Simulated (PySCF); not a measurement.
**Working with the constants of IO⁻**

RHF-CCSD(T) constants of IO⁻, ¹Σ⁺ (singlet), closed shell (PySCF, scalar-relativistic core potentials, basis sets I def2-SVPD with ECP28, O def2-SVPD; masses 126.9045 and 15.9949 u):

| Item | Value |
| --- | --- |
| ωe | 538.2 cm⁻¹ |
| ωexe | 3.56 cm⁻¹ |
| Be | 0.29211 cm⁻¹ |
| αe | 0.00248 cm⁻¹ |
| D (centrifugal) | 3.44e-07 cm⁻¹ |
| De to I⁻ + O | 1.25 eV |

(1) Give the vibrational terms G(v) and spacings up to v = 6.

A state of this spin cannot dissociate to the ground-state fragments, so its own limit lies higher than the one that De refers to.

Correlated steps freeze 5 core orbitals. Correlated levels converge slowly with the basis: in double zeta they bind strong bonds too weakly, by up to about 1 eV, and carry superposition errors of some tenths. These are scalar-relativistic numbers at best; spin–orbit coupling would shift them, the dissociation energy most. For an ion De counts to the pair picked by the measured ionisation energies or electron affinities, which need not be the lowest pair at this level. Where the molecule has an RHF reference, its open-shell atoms are computed with UHF. The CCSD T1 diagnostic is raised, a sign that a single reference may not be enough here.

Results:

(1) G(v) = ωe(v+½) − ωexe(v+½)².

```tsv
v	G(v) (cm⁻¹)	G(v) − G(v−1)	Bv (cm⁻¹)
0	268.2		0.2909
1	799.3	531.1	0.2884
2	1323.2	524.0	0.2859
3	1840.1	516.8	0.2834
4	2349.8	509.7	0.2809
5	2852.4	502.6	0.2785
6	3347.9	495.5	0.2760
```
